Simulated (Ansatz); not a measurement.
Computed with Ansatz on PBE0-D4/def2-TZVP structures; ΔE is electronic, products minus reactants. CBS: MP2 limit from def2 TZ/QZ plus the TZ coupled-cluster correction, frozen cores. This one scheme is used for every species. Functionals use def2-TZVPP. B3LYP here is the variant with VWN-RPA as its local correlation; programs differ in this. def2 core potentials past Kr. For Hf outer-core shells are correlated without core-valence functions, which leaves a few kJ/mol of doubt a bond. Each species was taken in one conformer, which may not be the lowest.

`N[Si](O)(F)Cl` + `[OH][Hf]([OH])([F])[Cl]` → `N[Si](F)(F)Cl` + `[OH][Hf]([OH])([OH])[Cl]`  (redistribution)

```tsv
level	ΔE (kcal/mol)	difference from CCSD(T)/CBS
revPBE-D4	5.4	2.4
BLYP-D4	4.4	1.4
B97M-V	4.1	1.1
B3LYP-D4	3.9	0.9
r2SCANh-D4	4.0	1.0
CAM-B3LYP-D4	3.8	0.8
r2SCAN	4.2	1.2
HF/def2-SVP	4.3	1.3
MP2/def2-TZVPP	2.8	-0.2
SCS-MP2/def2-QZVPP	2.7	-0.3
CCSD(T)/CBS	3.0	0
```

Largest T1 diagnostic among the species: 0.015.

From BLYP to BHLYP (50 % exact exchange), in def2-TZVPP and without D4, ΔE moves by −0.7 kcal/mol. Leaving LDA and LC-ωPBE aside and taking each functional with its dispersion term where it has one, the values, not all of them listed here, spread over 2.0 kcal/mol, from BHLYP-D4 to revPBE-D4.
